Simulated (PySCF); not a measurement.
**Spinor energies of Pd²⁹⁺ (palladium, charge +29)**

Start: [Ne] 3s2 3p5; 3p1/2 filled at m_j = -1/2, +1/2; 3p3/2 filled at m_j = -1/2, +1/2, +3/2. Calculated with PySCF 2.14 in an even-tempered Gaussian basis (19 s from 4.6 bohr⁻², ratio 2.4; 14 p from 6 bohr⁻², ratio 2.4; 5 d from 25 bohr⁻², ratio 2.6; 4 f from 37 bohr⁻², ratio 2.6): generalised Hartree-Fock with the X2C-1e Hamiltonian and a Gaussian nucleus; one run each with spin-orbit coupling (SO) switched off, then screened by Boettger's factors.

```
spinor shell  electrons  ε, spin-free (eV)  ε, screened SO (eV)  weight of nominal j (screened SO)  rms radius, screened SO (bohr)
       1s1/2          2           -25920.2             -25918.0                              1.000                          0.0365
       2s1/2          2            -5060.0              -5059.1                              1.000                           0.148
       2p1/2          2            -4682.4              -4795.5                              1.000                           0.128
       2p3/2          4            -4682.4              -4629.3                              1.000                           0.132
       3s1/2          2            -1851.7              -1851.3                              1.000                           0.364
       3p1/2          2            -1725.8              -1750.9                              0.993                           0.353
       3p3/2          3            -1725.8              -1713.9                              0.996                           0.361
```

| quantity | spin-free | screened SO |
| --- | --- | --- |
| E (hartree) | -4445.13006 | -4446.42508 |
| M_J | 3/2 | 3/2 |
| ⟨J²⟩ | 3.751 | 3.751 |
| ⟨L²⟩ | 2.001 | 2.006 |
| ⟨S²⟩ | 0.750 | 0.756 |

Each row is a mean over spinors that exchange with the open shell spreads, by up to 15.760 eV (3s1/2).

Breit and QED terms are absent; they matter most for the inner s and p1/2 levels.

Densities and radii are taken from the X2C orbitals without a picture-change correction, which distorts them close to the nucleus.

Without spin-orbit coupling the j labels of p, d and f shells carry no meaning; the spin-free column gives the mean over the occupied spinors of each nl shell.
